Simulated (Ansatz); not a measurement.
**Question.** Name a neutral molecule of C, Cl, In, P and H with HOMO energy (PBE/def2-TZVPP) between -6.90 and -6.60 eV and size of the dipole moment (B3LYP/def2-TZVPP) between 4.95 and 5.25 D (Ansatz, PBE0-D4/def2-TZVP geometry).

**Answer.** `[CH3][In-]([PH3+])([Cl])[Cl]` (-6.68 eV, 5.22 D). Other molecules can fit too; these were computed, each in one conformer that needn't be the lowest.

B3LYP here is the variant with VWN-RPA as its local correlation; programs differ in this.
